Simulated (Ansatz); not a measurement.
System: C4F5, charge 0, multiplicity 2. It need not be the lowest isomer of its formula. SMILES: F[C]=C(C(F)=C(F)F)F
Geometry from a B3LYP-D3(BJ)/def2-TZVP (Ansatz, a program for electronic structure) optimisation:
```xyz
9

F      2.4611     0.3029    -1.7882
C      1.2700     0.1724    -1.2897
C      0.8491    -0.4505    -0.2071
F      1.7087    -1.1545     0.5751
C     -0.5319    -0.4324     0.2295
F     -1.1408    -1.6313     0.3513
C     -1.2364     0.6582     0.5197
F     -2.5028     0.6352     0.8631
F     -0.7601     1.8827     0.4972
```
Charge 0, spin multiplicity 2.

Quantity: atomisation energy (electronic, to ground-state atoms), in kJ/mol. Valence correlation only, unless marked. UHF or UKS for open shells. Spin-orbit coupling is left out. Non-relativistic. The coupled-cluster limit lacks core correlation, which all-electron functionals hold. Basis-set limits of correlation are two-point, X^-3; Hartree-Fock from the larger set. The bracket is a focal-point correction in the basis named.

The UHF reference is spin-contaminated (<S^2> 0.30 over the pure value in the largest basis). 

```
level                                                     program  atomisation energy (kJ/mol)
-------------------------------------------------  --------------  ---------------------------
BLYP-D3(BJ)/def2-TZVPD                             Ansatz + dftd3                       3932.5
BLYP-D4/def2-TZVPD                                 Ansatz + dftd4                       3938.6
BLYP/def2-TZVPD                                            Ansatz                       3895.2
r2SCAN-D4/def2-TZVPD                               Ansatz + dftd4                       3928.0
PBE0/6-31G*                                                Ansatz                          [?]
PBE0-D3(BJ)/def2-TZVPD                             Ansatz + dftd3                          [?]
PBE0/def2-QZVPP                                            Ansatz                          [?]
r2SCANh-D4/def2-TZVPD                              Ansatz + dftd4                       3857.3
r2SCANh/def2-TZVPD                                         Ansatz                       3852.0
CAM-B3LYP/def2-TZVPD                                       Ansatz                          [?]
CCSD/6-31G*                                                Ansatz                       3508.4
RI-MP2/CBS(cc-pVTZ,cc-pVQZ)+[CCSD(T)-MP2]/cc-pVDZ          Ansatz                       3835.3
```

### Question
Complete the blanks.

### Answer

- PBE0/6-31G*, atomisation energy (kJ/mol): 3956.2
- PBE0-D3(BJ)/def2-TZVPD, atomisation energy (kJ/mol): 3934.7
- PBE0/def2-QZVPP, atomisation energy (kJ/mol): 3922.3
- CAM-B3LYP/def2-TZVPD, atomisation energy (kJ/mol): 3870.5
